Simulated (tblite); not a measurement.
Compound: C7H12NPS.
Bonds: C1–C2, C2–P3, P3–N4, N4–C5, P3–C6, C6–C7 (aromatic), C7–C8 (aromatic), C8–C9 (aromatic), C9–S10 (aromatic), C6–S10 (aromatic). Hydrogens: H11, H12, H13 on C1; H14, H15 on C2; H16 on N4; H17, H18, H19 on C5; H20 on C7; H21 on C8; H22 on C9.

Computed with GFN2-xTB (tblite), gas phase: L-BFGS steps from a force-field or distance-geometry start until the largest atomic force falls under 0.01 eV/Å.

Step 57: E = -810.2546 eV
```
atom  x, y, z in Å  |  force x, y, z in eV/Å
C1     -3.0809    0.6359   -0.5677   -0.047   0.022   0.004
C2     -1.6179    1.0456   -0.6678   -0.009   0.019   0.014
P3     -0.5255   -0.4504   -0.7921    0.075   0.004   0.032
N4     -0.8256   -1.0688    0.7621   -0.030   0.026   0.011
C5     -0.4713   -2.4356    1.0875   -0.012   0.006   0.003
C6      1.0897    0.3867   -0.5421   -0.021  -0.018  -0.007
C7      2.2321   -0.2765   -0.1936   -0.021  -0.014   0.037
C8      3.3506    0.5668   -0.0402   -0.007   0.007  -0.035
C9      3.0557    1.8648   -0.3007   -0.039   0.027  -0.017
S10     1.4051    2.0853   -0.7314    0.020  -0.030   0.011
H11    -3.2674    0.1553    0.3898    0.002  -0.029  -0.017
H12    -3.3506   -0.0663   -1.3544    0.064   0.023  -0.024
H13    -3.7286    1.5062   -0.6499   -0.008   0.027   0.014
H14    -1.4369    1.6447   -1.5637   -0.044  -0.009  -0.044
H15    -1.3389    1.6544    0.1978    0.052  -0.022   0.023
H16    -0.6068   -0.4281    1.5205   -0.019   0.010   0.005
H17     0.5608   -2.5522    1.4346    0.004   0.009   0.001
H18    -0.6055   -3.0444    0.1958   -0.021  -0.038  -0.005
H19    -1.1413   -2.7983    1.8698    0.008  -0.037   0.007
H20     2.2617   -1.3409   -0.0388    0.006  -0.029  -0.012
H21     4.3261    0.2194    0.2471    0.035   0.002   0.006
H22     3.7049    2.7157   -0.2631    0.011   0.043  -0.007
```

Step 58: E = -810.2556 eV
```
atom  x, y, z in Å  |  force x, y, z in eV/Å
C1     -3.0827    0.6350   -0.5746   -0.026   0.010   0.004
C2     -1.6192    1.0485   -0.6634   -0.018  -0.003   0.019
P3     -0.5247   -0.4472   -0.7859    0.034  -0.016   0.013
N4     -0.8244   -1.0667    0.7688   -0.016   0.014   0.005
C5     -0.4733   -2.4364    1.0895   -0.002   0.007   0.000
C6      1.0898    0.3869   -0.5372   -0.020   0.000   0.010
C7      2.2326   -0.2755   -0.1903   -0.018  -0.024   0.012
C8      3.3520    0.5667   -0.0449    0.003   0.011  -0.014
C9      3.0565    1.8648   -0.3031   -0.028   0.030  -0.020
S10     1.4050    2.0843   -0.7263   -0.009   0.017  -0.007
H11    -3.2758    0.1467    0.3782    0.014  -0.017  -0.024
H12    -3.3450   -0.0634   -1.3678    0.063   0.037  -0.017
H13    -3.7312    1.5048   -0.6554   -0.011   0.024   0.012
H14    -1.4351    1.6519   -1.5564   -0.038  -0.019  -0.026
H15    -1.3452    1.6520    0.2074    0.044  -0.016   0.015
H16    -0.5941   -0.4273    1.5253   -0.025  -0.005   0.007
H17     0.5610   -2.5583    1.4298   -0.011   0.017  -0.002
H18    -0.6147   -3.0455    0.1981   -0.026  -0.011   0.010
H19    -1.1394   -2.7974    1.8760    0.010  -0.033   0.001
H20     2.2628   -1.3389   -0.0363    0.008  -0.067  -0.004
H21     4.3284    0.2194    0.2370    0.057  -0.008   0.014
H22     3.7063    2.7149   -0.2689    0.015   0.052  -0.008
```

Step 59: E = -810.2563 eV
```
atom  x, y, z in Å  |  force x, y, z in eV/Å
C1     -3.0822    0.6371   -0.5738   -0.023   0.017   0.003
C2     -1.6197    1.0504   -0.6657    0.010  -0.038   0.016
P3     -0.5238   -0.4466   -0.7844   -0.018  -0.031  -0.016
N4     -0.8283   -1.0674    0.7695   -0.015  -0.007  -0.022
C5     -0.4735   -2.4370    1.0890   -0.011   0.012   0.007
C6      1.0893    0.3845   -0.5336   -0.009   0.019   0.027
C7      2.2327   -0.2762   -0.1859    0.001  -0.030  -0.010
C8      3.3519    0.5668   -0.0462    0.014   0.012   0.006
C9      3.0545    1.8648   -0.3032    0.006   0.020  -0.016
S10     1.4032    2.0816   -0.7227   -0.037   0.050  -0.021
H11    -3.2742    0.1453    0.3763    0.011  -0.021   0.007
H12    -3.3427   -0.0593   -1.3680    0.039   0.024  -0.043
H13    -3.7299    1.5077   -0.6515   -0.018   0.018   0.010
H14    -1.4411    1.6512   -1.5612   -0.015  -0.017  -0.027
H15    -1.3422    1.6542    0.2026    0.043   0.010   0.035
H16    -0.5947   -0.4282    1.5243   -0.023   0.008   0.037
H17     0.5600   -2.5562    1.4294    0.020   0.019   0.008
H18    -0.6114   -3.0478    0.1988   -0.036  -0.005  -0.010
H19    -1.1377   -2.8017    1.8751   -0.002  -0.024   0.006
H20     2.2652   -1.3394   -0.0328    0.006  -0.077   0.000
H21     4.3296    0.2204    0.2334    0.049  -0.005   0.013
H22     3.7046    2.7151   -0.2704    0.008   0.047  -0.011
```

Step 60: E = -810.2571 eV
```
atom  x, y, z in Å  |  force x, y, z in eV/Å
C1     -3.0838    0.6369   -0.5776    0.016   0.008   0.003
C2     -1.6204    1.0526   -0.6622    0.006  -0.037   0.012
P3     -0.5233   -0.4451   -0.7806   -0.053  -0.030  -0.029
N4     -0.8283   -1.0661    0.7735    0.000  -0.013  -0.006
C5     -0.4752   -2.4374    1.0904   -0.004   0.000   0.004
C6      1.0894    0.3846   -0.5313    0.009   0.022   0.040
C7      2.2332   -0.2763   -0.1846    0.019  -0.022  -0.022
C8      3.3532    0.5673   -0.0491    0.017   0.007   0.018
C9      3.0546    1.8657   -0.3055    0.031   0.006  -0.009
S10     1.4025    2.0816   -0.7214   -0.039   0.053  -0.022
H11    -3.2795    0.1392    0.3691    0.015  -0.011  -0.003
H12    -3.3361   -0.0569   -1.3773    0.026   0.037  -0.031
H13    -3.7324    1.5070   -0.6544   -0.016   0.009   0.008
H14    -1.4413    1.6559   -1.5573   -0.009  -0.034   0.011
H15    -1.3438    1.6530    0.2098    0.025   0.003   0.007
H16    -0.5889   -0.4277    1.5282   -0.030  -0.014   0.019
H17     0.5601   -2.5597    1.4266    0.001   0.024   0.002
H18    -0.6183   -3.0497    0.2009   -0.033   0.024   0.007
H19    -1.1368   -2.8019    1.8794    0.003  -0.014   0.000
H20     2.2668   -1.3402   -0.0326    0.003  -0.055   0.000
H21     4.3323    0.2207    0.2289    0.021   0.007   0.004
H22     3.7057    2.7161   -0.2737   -0.009   0.030  -0.014
```

**Question.** Estimate the geometry and energy of step 61. (The exact step hangs on the optimiser's Hessian estimate; all steps are aligned on step 60, rigid shifts and turns removed.)

**Answer.** E = -810.2578 eV, largest force 0.062 eV/Å
```
atom  x, y, z in Å  |  force x, y, z in eV/Å
C1     -3.0839    0.6385   -0.5769    0.030  -0.004   0.004
C2     -1.6203    1.0538   -0.6616    0.005  -0.036   0.006
P3     -0.5235   -0.4452   -0.7799   -0.055  -0.019  -0.022
N4     -0.8295   -1.0664    0.7741   -0.003  -0.033  -0.011
C5     -0.4754   -2.4379    1.0908   -0.001  -0.007   0.002
C6      1.0895    0.3838   -0.5297    0.019   0.012   0.037
C7      2.2339   -0.2777   -0.1839    0.026  -0.004  -0.027
C8      3.3538    0.5678   -0.0494    0.013   0.002   0.020
C9      3.0539    1.8664   -0.3065    0.044  -0.009  -0.002
S10     1.4012    2.0815   -0.7218   -0.020   0.025  -0.010
H11    -3.2803    0.1369    0.3677    0.016  -0.005  -0.005
H12    -3.3314   -0.0534   -1.3797    0.005   0.037  -0.026
H13    -3.7333    1.5083   -0.6525   -0.009   0.000   0.009
H14    -1.4457    1.6549   -1.5592    0.010  -0.034   0.020
H15    -1.3401    1.6558    0.2083    0.014   0.001   0.004
H16    -0.5922   -0.4284    1.5295   -0.027  -0.011   0.021
H17     0.5602   -2.5598    1.4269   -0.005   0.028  -0.003
H18    -0.6189   -3.0515    0.2019   -0.028   0.036   0.007
H19    -1.1359   -2.8043    1.8797   -0.001  -0.003   0.003
H20     2.2688   -1.3429   -0.0330    0.000  -0.009  -0.002
H21     4.3340    0.2214    0.2291   -0.012   0.022  -0.008
H22     3.7047    2.7179   -0.2747   -0.022   0.009  -0.016
```

The energy changes by -0.0008 eV. The first-order estimate −F·Δx gives -0.0011 eV and the mean of the old and new forces, exact on a quadratic surface, -0.0007 eV. The step makes an angle of 62° with the force vector and moves no atom by more than 0.006 Å.

What follows is the cost of the whole relaxation. Hardware: one thread, Arm Neoverse V2 (aarch64), shared host with 96 logical CPUs at a one-minute load of 63. Cost: 0.99 s of wall time.
